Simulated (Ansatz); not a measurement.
## Nudged elastic band run: FH$_{7}$Si$_{3}$

Input:

```yaml
crystal:
  periodic: [false, false, false]
  atoms:
    - { symbol: Si, position_ang: [0.165895, 0.008221, 0.002245] }
    - { symbol: F, position_ang: [0.312361, -0.127267, 1.653261] }
    - { symbol: H, position_ang: [1.554898, 0.138351, -0.553297] }
    - { symbol: Si, position_ang: [-1.073658, 1.943705, -0.485693] }
    - { symbol: H, position_ang: [-2.473835, 1.80897, 0.033276] }
    - { symbol: H, position_ang: [-0.43273, 3.154543, 0.12299] }
    - { symbol: H, position_ang: [-1.122472, 2.109587, -1.976824] }
    - { symbol: Si, position_ang: [-0.846852, -1.947799, -0.814594] }
    - { symbol: H, position_ang: [-2.219491, -2.101121, -0.230088] }
    - { symbol: H, position_ang: [-0.963549, -1.829526, -2.307589] }
    - { symbol: H, position_ang: [-0.025267, -3.157564, -0.480185] }
basis:
  gaussian: { orbitals: cc-pVDZ }
hamiltonian:
  xc: pbe0
  dispersion: d4
neb:
  order_check: false
  images: 9
  f_tol: 0.05
  max_iterations: 60
  final_atoms:
    - { symbol: Si, position_ang: [0.67990248, 0.05767091, -0.88615263] }
    - { symbol: F, position_ang: [0.70453257, -0.06834752, 1.38270657] }
    - { symbol: H, position_ang: [1.58891035, 0.17133501, 1.554467] }
    - { symbol: Si, position_ang: [-1.06209646, 1.68632974, -0.77103001] }
    - { symbol: H, position_ang: [-2.35853543, 1.25848926, -0.13851943] }
    - { symbol: H, position_ang: [-0.60159248, 2.92608762, -0.05250563] }
    - { symbol: H, position_ang: [-1.3550488, 2.08086656, -2.19500964] }
    - { symbol: Si, position_ang: [-0.8991059, -1.73245868, -0.95803812] }
    - { symbol: H, position_ang: [-1.77893373, -1.73714028, 0.26226792] }
    - { symbol: H, position_ang: [-1.77898008, -1.55192723, -2.16654026] }
    - { symbol: H, position_ang: [-0.26375253, -3.0908054, -1.06814377] }
  initial_path:
    images:
      - { positions_ang: [[0.165895, 0.008221, 0.002245], [0.312361, -0.127267, 1.653261], [1.554898, 0.138351, -0.553297], [-1.073658, 1.943705, -0.485693], [-2.473835, 1.80897, 0.033276], [-0.43273, 3.154543, 0.12299], [-1.122472, 2.109587, -1.976824], [-0.846852, -1.947799, -0.814594], [-2.219491, -2.101121, -0.230088], [-0.963549, -1.829526, -2.307589], [-0.025267, -3.157564, -0.480185]] }
      - { positions_ang: [[0.13351956, 0.00676438, 0.0006484], [0.45322869, -0.10193438, 1.61664282], [1.56913611, 0.11193428, -0.37318643], [-1.07003643, 1.91714307, -0.53430433], [-2.4673778, 1.74175009, -0.1812206], [-0.55150088, 3.09145705, 0.15987043], [-0.97736199, 2.15040656, -1.9676188], [-0.88559941, -1.9206485, -0.80023516], [-2.11263393, -2.17932907, -0.10870248], [-1.18097944, -1.7491019, -2.19091841], [-0.03509449, -3.06834157, -0.65747344]] }
      - { positions_ang: [[0.10114413, 0.00530776, -0.0009482], [0.59409637, -0.07660176, 1.58002465], [1.58337421, 0.08551755, -0.19307586], [-1.06641486, 1.89058114, -0.58291567], [-2.46092059, 1.67453018, -0.39571721], [-0.67027177, 3.02837111, 0.19675086], [-0.83225198, 2.19122612, -1.95841359], [-0.92434681, -1.893498, -0.78587633], [-2.00577685, -2.25753714, 0.01268303], [-1.39840987, -1.66867781, -2.07424781], [-0.04492197, -2.97911915, -0.83476188]] }
      - { positions_ang: [[0.06876869, 0.00385115, -0.0025448], [0.73496406, -0.05126914, 1.54340647], [1.59761232, 0.05910083, -0.01296528], [-1.06279329, 1.86401921, -0.631527], [-2.45446339, 1.60731027, -0.61021381], [-0.78904265, 2.96528516, 0.2336313], [-0.68714197, 2.23204569, -1.94920839], [-0.96309422, -1.86634751, -0.77151749], [-1.89891978, -2.33574522, 0.13406855], [-1.61584031, -1.58825371, -1.95757722], [-0.05474946, -2.88989672, -1.01205032]] }
      - { positions_ang: [[0.03639325, 0.00239453, -0.0041414], [0.87583174, -0.02593652, 1.5067883], [1.61185043, 0.0326841, 0.16714529], [-1.05917172, 1.83745729, -0.68013834], [-2.44800618, 1.54009036, -0.82471041], [-0.90781354, 2.90219921, 0.27051173], [-0.54203196, 2.27286525, -1.94000318], [-1.00184163, -1.83919701, -0.75715866], [-1.7920627, -2.41395329, 0.25545407], [-1.83327075, -1.50782962, -1.84090663], [-0.06457695, -2.8006743, -1.18933876]] }
      - { positions_ang: [[0.00401781, 0.00093791, -0.005738], [1.01669943, -0.0006039, 1.47017012], [1.62608854, 0.00626738, 0.34725586], [-1.05555014, 1.81089536, -0.72874967], [-2.44154898, 1.47287044, -1.03920702], [-1.02658442, 2.83911327, 0.30739216], [-0.39692195, 2.31368481, -1.93079798], [-1.04058904, -1.81204651, -0.74279982], [-1.68520563, -2.49216136, 0.37683958], [-2.05070118, -1.42740552, -1.72423604], [-0.07440444, -2.71145187, -1.3666272]] }
      - { positions_ang: [[0.13919475, 0.01228451, -0.18182092], [0.95426605, -0.01415262, 1.45267741], [1.6186529, 0.03928091, 0.58869809], [-1.05685941, 1.78598223, -0.73720574], [-2.42494627, 1.42999421, -0.8590695], [-0.94158603, 2.85650814, 0.2354126], [-0.58854732, 2.26712116, -1.98364031], [-1.01229241, -1.79612894, -0.78584748], [-1.70395125, -2.34115715, 0.35392525], [-1.99635696, -1.45230987, -1.81269688], [-0.11227405, -2.78732258, -1.30693051]] }
      - { positions_ang: [[0.27437168, 0.02363111, -0.35790385], [0.89183268, -0.02770135, 1.4351847], [1.61121726, 0.07229443, 0.83014032], [-1.05816867, 1.76106911, -0.74566181], [-2.40834356, 1.38711797, -0.67893198], [-0.85658764, 2.87390301, 0.16343304], [-0.78017269, 2.22055751, -2.03648264], [-0.98399578, -1.78021138, -0.82889514], [-1.72269687, -2.19015293, 0.33101092], [-1.94201274, -1.47721421, -1.90115773], [-0.15014367, -2.86319328, -1.24723383]] }
      - { positions_ang: [[0.40954861, 0.03497771, -0.53398678], [0.82939931, -0.04125007, 1.41769199], [1.60378163, 0.10530796, 1.07158254], [-1.05947794, 1.73615599, -0.75411788], [-2.39174085, 1.34424173, -0.49879446], [-0.77158925, 2.89129788, 0.09145348], [-0.97179806, 2.17399386, -2.08932497], [-0.95569915, -1.76429381, -0.8719428], [-1.74144249, -2.03914871, 0.30809658], [-1.88766852, -1.50211855, -1.98961857], [-0.18801329, -2.93906399, -1.18753714]] }
      - { positions_ang: [[0.54472554, 0.04632431, -0.71006971], [0.76696594, -0.05479879, 1.40019928], [1.59634599, 0.13832149, 1.31302477], [-1.0607872, 1.71124287, -0.76257395], [-2.37513814, 1.3013655, -0.31865695], [-0.68659087, 2.90869275, 0.01947392], [-1.16342343, 2.12743021, -2.14216731], [-0.92740252, -1.74837624, -0.91499046], [-1.76018811, -1.88814449, 0.28518225], [-1.8333243, -1.52702289, -2.07807942], [-0.22588291, -3.01493469, -1.12784045]] }
      - { positions_ang: [[0.67990248, 0.05767091, -0.88615263], [0.70453257, -0.06834752, 1.38270657], [1.58891035, 0.17133501, 1.554467], [-1.06209646, 1.68632974, -0.77103001], [-2.35853543, 1.25848926, -0.13851943], [-0.60159248, 2.92608762, -0.05250563], [-1.3550488, 2.08086656, -2.19500964], [-0.8991059, -1.73245868, -0.95803812], [-1.77893373, -1.73714028, 0.26226792], [-1.77898008, -1.55192723, -2.16654026], [-0.26375253, -3.0908054, -1.06814377]] }
```

Run as:

```bash
$ ansatz run input.yaml --threads 2 --pin off --max-ram 3072MiB --backend cpu --events-out ev --progress --plain --runs-dir out
```

Output, in part (warnings, iteration lines, the closing report on the highest movable image, with atoms numbered from 0):

```
NEB end point (image 0): max|allowed force component| = 2.810e-2 eV/Å (the criterion of neb.relax_end_points is 1.000e-2)
NEB end point (image 10): max|allowed force component| = 1.225e-2 eV/Å (the criterion of neb.relax_end_points is 1.000e-2)
NEB iter   1: max|band force component| = 5.876e0 eV/Å  barrier→ = 4.2657 eV  barrier← = 1.4968 eV  Δτ_max = 0.2000 Å  (266 SCF iters)
NEB iter   2: max|band force component| = 2.207e0 eV/Å  barrier→ = 3.5028 eV  barrier← = 0.7340 eV  Δτ_max = 0.2000 Å  (257 SCF iters)
NEB iter   3: max|band force component| = 2.789e0 eV/Å  barrier→ = 3.2941 eV  barrier← = 0.5253 eV  Δτ_max = 0.1013 Å  (252 SCF iters)
NEB iter   4: max|band force component| = 2.000e0 eV/Å  barrier→ = 3.2197 eV  barrier← = 0.4509 eV  Δτ_max = 0.2000 Å  (244 SCF iters)
NEB iter   5: max|band force component| = 6.167e-1 eV/Å  barrier→ = 3.1850 eV  barrier← = 0.4162 eV  Δτ_max = 0.2000 Å  (240 SCF iters)
NEB iter   6: max|band force component| = 8.651e-1 eV/Å  barrier→ = 2.9805 eV  barrier← = 0.2117 eV  Δτ_max = 0.1012 Å  (240 SCF iters)
NEB iter   7: max|band force component| = 4.973e-1 eV/Å  barrier→ = 2.9496 eV  barrier← = 0.1808 eV  CI = image 7  Δτ_max = 0.1005 Å  (230 SCF iters)
NEB iter   8: max|band force component| = 7.519e-1 eV/Å  barrier→ = 3.0487 eV  barrier← = 0.2798 eV  CI = image 7  Δτ_max = 0.1009 Å  (234 SCF iters)
NEB iter   9: max|band force component| = 8.689e-1 eV/Å  barrier→ = 3.1738 eV  barrier← = 0.4050 eV  CI = image 7  Δτ_max = 0.0501 Å  (234 SCF iters)
NEB iter  10: max|band force component| = 7.082e-1 eV/Å  barrier→ = 3.2080 eV  barrier← = 0.4392 eV  CI = image 7  Δτ_max = 0.1002 Å  (240 SCF iters)
NEB iter  11: max|band force component| = 4.508e-1 eV/Å  barrier→ = 3.2360 eV  barrier← = 0.4671 eV  CI = image 7  Δτ_max = 0.0678 Å  (238 SCF iters)
NEB iter  12: max|band force component| = 2.657e-1 eV/Å  barrier→ = 3.2160 eV  barrier← = 0.4472 eV  CI = image 7  Δτ_max = 0.0728 Å  (232 SCF iters)
NEB iter  13: max|band force component| = 2.021e-1 eV/Å  barrier→ = 3.2101 eV  barrier← = 0.4413 eV  CI = image 7  Δτ_max = 0.0375 Å  (235 SCF iters)
NEB iter  14: max|band force component| = 7.600e-2 eV/Å  barrier→ = 3.2063 eV  barrier← = 0.4374 eV  CI = image 7  Δτ_max = 0.0216 Å  (227 SCF iters)
NEB iter  15: max|band force component| = 8.739e-2 eV/Å  barrier→ = 3.2047 eV  barrier← = 0.4359 eV  CI = image 7  Δτ_max = 0.0108 Å  (203 SCF iters)
NEB iter  16: max|band force component| = 5.281e-2 eV/Å  barrier→ = 3.2043 eV  barrier← = 0.4355 eV  CI = image 7  Δτ_max = 0.0216 Å  (186 SCF iters)
NEB iter  17: max|band force component| = 3.213e-2 eV/Å  barrier→ = 3.2035 eV  barrier← = 0.4346 eV  CI = image 7  Δτ_max = 0.0432 Å  (200 SCF iters)
NEB iter  18: max|band force component| = 4.329e-1 eV/Å  barrier→ = 3.2018 eV  barrier← = 0.4329 eV  CI = image 7  Δτ_max = 0.0863 Å  (28 SCF iters)
NEB iter  19: max|band force component| = 2.945e-1 eV/Å  barrier→ = 3.1994 eV  barrier← = 0.4305 eV  CI = image 7  Δτ_max = 0.1151 Å  (234 SCF iters)
NEB iter  20: max|band force component| = 5.325e-2 eV/Å  barrier→ = 3.1971 eV  barrier← = 0.4282 eV  CI = image 7  Δτ_max = 0.0956 Å  (236 SCF iters)
NEB iter  21: max|band force component| = 5.935e-2 eV/Å  barrier→ = 3.1954 eV  barrier← = 0.4266 eV  CI = image 7  Δτ_max = 0.0478 Å  (244 SCF iters)
NEB iter  22: max|band force component| = 5.905e-2 eV/Å  barrier→ = 3.1949 eV  barrier← = 0.4261 eV  CI = image 7  Δτ_max = 0.0478 Å  (244 SCF iters)
NEB iter  23: max|band force component| = 7.632e-2 eV/Å  barrier→ = 3.1945 eV  barrier← = 0.4257 eV  CI = image 7  Δτ_max = 0.0238 Å  (237 SCF iters)
NEB iter  24: max|band force component| = 6.309e-2 eV/Å  barrier→ = 3.1939 eV  barrier← = 0.4251 eV  CI = image 7  Δτ_max = 0.0238 Å  (214 SCF iters)
NEB iter  25: max|band force component| = 4.052e-2 eV/Å  barrier→ = 3.1937 eV  barrier← = 0.4249 eV  CI = image 7  Δτ_max = 0.0000 Å  (431 SCF iters)
Total energy: -26449.01301097 eV, -971.9833003682 hartree
Atom 0 at     0.415453     0.049953    -0.467425 Å, force     0.000218    -0.003258    -0.001119 eV/Å
Atom 1 at     0.712943    -0.129373     1.499217 Å, force     0.000713     0.003100     0.001313 eV/Å
Atom 2 at     1.585955    -0.001375     0.708799 Å, force    -0.002530    -0.000945    -0.001730 eV/Å
Atom 3 at    -1.082775     1.869179    -0.617953 Å, force     0.000053    -0.000135     0.001207 eV/Å
Atom 4 at    -2.403598     1.574556     0.031300 Å, force     0.000518     0.000166     0.001724 eV/Å
Atom 5 at    -0.496170     3.104662    -0.004692 Å, force     0.000515     0.000640    -0.000472 eV/Å
Atom 6 at    -1.311877     2.119709    -2.081541 Å, force    -0.000967    -0.001088     0.000982 eV/Å
Atom 7 at    -0.912638    -1.845952    -0.935719 Å, force     0.000244     0.000615    -0.000027 eV/Å
Atom 8 at    -2.098687    -1.893712    -0.017017 Å, force    -0.000689     0.000882    -0.001615 eV/Å
Atom 9 at    -1.400203    -1.728577    -2.351563 Å, force     0.001845     0.000001    -0.001480 eV/Å
Atom 10 at    -0.133102    -3.118972    -0.799905 Å, force     0.000081     0.000021     0.001215 eV/Å
Dipole moment:     0.006698     0.014273    -0.156100 e Å
```

The run converged. The band force fell under the threshold earlier too, but the program's further tests of the path sent the band on. Neighbouring images differ by up to 1.3 eV, so the band resolves the path poorly. A vibrational analysis at the climbing image gives one clearly imaginary mode, 1223i cm⁻¹: a first-order saddle point. The orbitals stay closed-shell, which can raise the energy where a bond breaks towards radicals; this wasn't checked here.

Final band (atoms are numbered from 1 in the order of the input):

```json
{"image": "0", "path coordinate (Å)": "0.00", "energy (eV)": "0.00", "Si1–F2 (Å)": "1.66", "Si1–H3 (Å)": "1.50", "F2–H3 (Å)": "2.55"}
{"image": "1", "path coordinate (Å)": "0.32", "energy (eV)": "0.00", "Si1–F2 (Å)": "1.66", "Si1–H3 (Å)": "1.50", "F2–H3 (Å)": "2.54"}
{"image": "2", "path coordinate (Å)": "0.64", "energy (eV)": "0.02", "Si1–F2 (Å)": "1.66", "Si1–H3 (Å)": "1.50", "F2–H3 (Å)": "2.53"}
{"image": "3", "path coordinate (Å)": "0.96", "energy (eV)": "0.09", "Si1–F2 (Å)": "1.66", "Si1–H3 (Å)": "1.50", "F2–H3 (Å)": "2.46"}
{"image": "4", "path coordinate (Å)": "1.28", "energy (eV)": "0.39", "Si1–F2 (Å)": "1.67", "Si1–H3 (Å)": "1.49", "F2–H3 (Å)": "2.22"}
{"image": "5", "path coordinate (Å)": "1.60", "energy (eV)": "1.21", "Si1–F2 (Å)": "1.71", "Si1–H3 (Å)": "1.49", "F2–H3 (Å)": "1.87"}
{"image": "6", "path coordinate (Å)": "1.92", "energy (eV)": "2.50", "Si1–F2 (Å)": "1.84", "Si1–H3 (Å)": "1.53", "F2–H3 (Å)": "1.52"}
{"image": "7", "path coordinate (Å)": "2.24", "energy (eV)": "3.19", "Si1–F2 (Å)": "2.00", "Si1–H3 (Å)": "1.66", "F2–H3 (Å)": "1.18"}
{"image": "8", "path coordinate (Å)": "2.81", "energy (eV)": "2.83", "Si1–F2 (Å)": "2.23", "Si1–H3 (Å)": "2.25", "F2–H3 (Å)": "0.94"}
{"image": "9", "path coordinate (Å)": "3.39", "energy (eV)": "2.77", "Si1–F2 (Å)": "2.27", "Si1–H3 (Å)": "2.61", "F2–H3 (Å)": "0.93"}
{"image": "10", "path coordinate (Å)": "3.97", "energy (eV)": "2.77", "Si1–F2 (Å)": "2.27", "Si1–H3 (Å)": "2.61", "F2–H3 (Å)": "0.93"}
```

The run took 8.1 min on 2 threads of Arm Neoverse V2, on a shared host, peak memory 0.25 GiB.
